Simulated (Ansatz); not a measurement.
Name a neutral molecule of C, N, Si and H with HOMO–LUMO gap (ωB97M-V/def2-TZVPP) between 11.10 and 11.40 eV and LUMO energy (ωB97M-V/def2-TZVPP) between 1.50 and 1.80 eV (Ansatz, PBE0-D4/def2-TZVP geometry).

`C=NCN[SiH3]` (11.12 eV, 1.67 eV); `C1=N[SiH2]C1` (11.37 eV, 1.71 eV); `C#C[SiH2]CN` (11.13 eV, 1.80 eV). Other molecules can fit too; these were computed, each in one conformer that needn't be the lowest.
